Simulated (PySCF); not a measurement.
Species: C5H7F3O.
Atom-mapped SMILES: `[CH3:1][C@:2]1([C:3]([F:4])([F:5])[F:6])[CH2:7][CH2:8][O:9]1` (hydrogens: H10, H11, H12 on C1; H13, H14 on C7; H15, H16 on C8)

The same species was optimised twice, with GFN2-xTB and with PBE0-D3(BJ)/def2-SVP (PySCF), and the same property calculations (PySCF, gas phase) were run on both structures.

```json
{"coordinate": "C2–C3 (Å)", "GFN2-xTB": "1.536", "PBE0-D3(BJ)/def2-SVP": "1.526", "change": "-0.010"}
{"coordinate": "C1–C2 (Å)", "GFN2-xTB": "1.519", "PBE0-D3(BJ)/def2-SVP": "1.509", "change": "-0.010"}
{"coordinate": "C3–F4 (Å)", "GFN2-xTB": "1.347", "PBE0-D3(BJ)/def2-SVP": "1.339", "change": "-0.008"}
{"coordinate": "C3–F6 (Å)", "GFN2-xTB": "1.336", "PBE0-D3(BJ)/def2-SVP": "1.332", "change": "-0.004"}
{"coordinate": "C8–O9 (Å)", "GFN2-xTB": "1.434", "PBE0-D3(BJ)/def2-SVP": "1.430", "change": "-0.004"}
{"coordinate": "C3–F5 (Å)", "GFN2-xTB": "1.338", "PBE0-D3(BJ)/def2-SVP": "1.335", "change": "-0.003"}
{"coordinate": "C2–O9 (Å)", "GFN2-xTB": "1.428", "PBE0-D3(BJ)/def2-SVP": "1.426", "change": "-0.002"}
{"coordinate": "C2–C7 (Å)", "GFN2-xTB": "1.538", "PBE0-D3(BJ)/def2-SVP": "1.539", "change": "+0.001"}
{"coordinate": "C7–C8 (Å)", "GFN2-xTB": "1.532", "PBE0-D3(BJ)/def2-SVP": "1.531", "change": "-0.001"}
{"coordinate": "C2–C3–F6 (°)", "GFN2-xTB": "113.2", "PBE0-D3(BJ)/def2-SVP": "111.7", "change": "-1.5"}
{"coordinate": "C1–C2–O9 (°)", "GFN2-xTB": "114.1", "PBE0-D3(BJ)/def2-SVP": "112.7", "change": "-1.4"}
{"coordinate": "C3–C2–O9 (°)", "GFN2-xTB": "110.3", "PBE0-D3(BJ)/def2-SVP": "109.0", "change": "-1.3"}
{"coordinate": "F4–C3–F5 (°)", "GFN2-xTB": "106.3", "PBE0-D3(BJ)/def2-SVP": "107.5", "change": "+1.2"}
{"coordinate": "F4–C3–F6 (°)", "GFN2-xTB": "106.6", "PBE0-D3(BJ)/def2-SVP": "107.8", "change": "+1.2"}
{"coordinate": "C1–C2–C3 (°)", "GFN2-xTB": "109.8", "PBE0-D3(BJ)/def2-SVP": "111.0", "change": "+1.2"}
{"coordinate": "C2–C3–F5 (°)", "GFN2-xTB": "112.4", "PBE0-D3(BJ)/def2-SVP": "111.4", "change": "-1.0"}
{"coordinate": "F5–C3–F6 (°)", "GFN2-xTB": "107.0", "PBE0-D3(BJ)/def2-SVP": "107.7", "change": "+0.7"}
{"coordinate": "C1–C2–C3–F4 (°)", "GFN2-xTB": "-65", "PBE0-D3(BJ)/def2-SVP": "-62", "change": "+3"}
```

Rotational constants: A = 2455, B = 1493, C = 1334 MHz (GFN2-xTB) against A = 2447, B = 1522, C = 1360 MHz (PBE0-D3(BJ)/def2-SVP). Point groups within 0.08 Å: C1 and C1.

On the GFN2-xTB structure: lowest singlet, TDDFT (eV) 7.12 [B3LYP/def2-SVPD]; isotropic polarisability (au) 63.8 [B3LYP/def2-SVPD]; HOMO (eV) -7.71 [B3LYP/def2-SVPD]; LUMO (eV) 0.32 [B3LYP/def2-SVPD]; dipole (D) 3.10 [B3LYP/def2-SVPD]; HOMO (eV) -7.82 [PBE0/pcSseg-1]; LUMO (eV) 1.40 [PBE0/pcSseg-1]; dipole (D) 3.03 [PBE0/pcSseg-1]; GIAO shielding of C1 (ppm) 163.7 [PBE0/pcSseg-1]; GIAO shielding of C2 (ppm) 101.6 [PBE0/pcSseg-1]; GIAO shielding of C3 (ppm) 51.6 [PBE0/pcSseg-1]; GIAO shielding of F4/F5/F6 (mean) (ppm) 272.7 [PBE0/pcSseg-1]; GIAO shielding of C7 (ppm) 156.3 [PBE0/pcSseg-1]; GIAO shielding of C8 (ppm) 118.9 [PBE0/pcSseg-1]; GIAO shielding of O9 (ppm) 286.1 [PBE0/pcSseg-1].

Task: What do these properties become on the PBE0-D3(BJ)/def2-SVP structure?

Result: 
| property | level | on GFN2-xTB | on PBE0-D3(BJ)/def2-SVP | change |
| --- | --- | --- | --- | --- |
| lowest singlet, TDDFT (eV) | B3LYP/def2-SVPD | 7.12 | 7.08 | -0.04 |
| isotropic polarisability (au) | B3LYP/def2-SVPD | 63.8 | 64.1 | +0.3 |
| HOMO (eV) | B3LYP/def2-SVPD | -7.71 | -7.66 | +0.05 |
| LUMO (eV) | B3LYP/def2-SVPD | 0.32 | 0.31 | -0.01 |
| dipole (D) | B3LYP/def2-SVPD | 3.10 | 2.98 | -0.12 |
| energy, GFN2-xTB geometry as zero (kcal/mol) | B3LYP/def2-SVPD | 0.0 | -0.2 | -0.2 |
| HOMO (eV) | PBE0/pcSseg-1 | -7.82 | -7.77 | +0.05 |
| LUMO (eV) | PBE0/pcSseg-1 | 1.40 | 1.39 | -0.01 |
| dipole (D) | PBE0/pcSseg-1 | 3.03 | 2.92 | -0.11 |
| energy, GFN2-xTB geometry as zero (kcal/mol) | PBE0/pcSseg-1 | 0.0 | -0.5 | -0.5 |
| GIAO shielding of C1 (ppm) | PBE0/pcSseg-1 | 163.7 | 161.9 | -1.8 |
| GIAO shielding of C2 (ppm) | PBE0/pcSseg-1 | 101.6 | 102.3 | +0.7 |
| GIAO shielding of C3 (ppm) | PBE0/pcSseg-1 | 51.6 | 53.3 | +1.7 |
| GIAO shielding of F4/F5/F6 (mean) (ppm) | PBE0/pcSseg-1 | 272.7 | 277.7 | +5.0 |
| GIAO shielding of C7 (ppm) | PBE0/pcSseg-1 | 156.3 | 154.9 | -1.4 |
| GIAO shielding of C8 (ppm) | PBE0/pcSseg-1 | 118.9 | 117.8 | -1.1 |
| GIAO shielding of O9 (ppm) | PBE0/pcSseg-1 | 286.1 | 287.8 | +1.7 |

The heavy atoms differ by 0.047 Å rms after alignment. Among bonds between heavy atoms C1–C2 and C2–C3 change most and about equally (-0.010 Å). Changes are differences of the printed values. Neither structure is proved a minimum here.

The values belong to the conformer `[CH3:1][C@:2]1([C:3]([F:4])([F:5])[F:6])[CH2:7][CH2:8][O:9]1`: C1–C2–C3–F4 -62°.
